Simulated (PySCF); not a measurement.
Simulated P 2p region for `CB(P)[AsH2]`, binding energy against the vacuum level.

Every computed line was given a Gaussian of 0.5 eV full width at half maximum and an area set by the number of equivalent atoms (split 2:1 within a doublet); the highest printed point is 100. Theory: PySCF, delta-SCF UKS SCAN, pcX-2 on the ionised atom, pcseg-1 elsewhere, spin-free X2C.

binding energy (eV), intensity and a bar:
```
    135.5          1 
    135.6          3 #
    135.7         10 ###
    135.8         24 #######
    135.9         49 ###############
    136.0         77 #######################
    136.1         98 #############################
    136.2        100 ##############################
    136.3         82 #########################
    136.4         54 ################
    136.5         30 #########
    136.6         17 #####
    136.7         17 #####
    136.8         27 ########
    136.9         40 ############
    137.0         50 ###############
    137.1         50 ###############
    137.2         40 ############
    137.3         25 ########
    137.4         13 ####
    137.5          5 ##
    137.6          2 #
    137.7          0 
    137.8          0
```

Question: Count the maxima, the lines and the sites behind this envelope.

Answer: The curve has 2 maxima (at 136.2 and 137.0 eV). Under it lie 2 lines from 1 inequivalent phosphorus site, drawn as a 2p3/2, 2p1/2 pair.

Question: Decompose the envelope and assign each component. Numbering: `[CH3:1][B:2]([PH2:3])[AsH2:4]`.

Answer: 
| position (eV) | relative area | line | atoms | environment |
| --- | --- | --- | --- | --- |
| 136.16 | 0.67 | P 2p3/2 | P3 | three-coordinate phosphorus |
| 137.05 | 0.33 | P 2p1/2 | P3 | three-coordinate phosphorus |

Question: What are the centre and the root-mean-square width of the whole band?

Answer: The area-weighted mean of the lines is 136.46 eV. Their own spread about it is 0.42 eV (rms) and each Gaussian has σ = 0.5/2.355 = 0.21 eV; the variances add, which gives 0.47 eV.

No satellites, vibrations or lifetime broadening are included. For 2p shells one spin-free hole was relaxed; a mean-field spin–orbit operator and the ground-state splitting of the three 2p orbitals were then diagonalised within the shell. The shell's mean is (2 × 2p3/2 + 2p1/2)/3, and the degeneracies 2j + 1 give areas of 2:1. 2p1/2 minus 2p3/2 (ligand field included): P 0.89 eV. The structure is a single PBE0-D3(BJ)/def2-SVP conformer in the gas phase; no vibrational or solvent corrections.

Hardware: one thread of an Arm Neoverse V2, on a shared host. Cost: 23 s wall.

The values belong to the conformer `[CH3:1][B:2]([PH2:3])[AsH2:4]`: H–P3–B2–C1 147°, H–P3–B2–C1 45°, H–As4–B2–C1 51°, H–As4–B2–C1 147°.
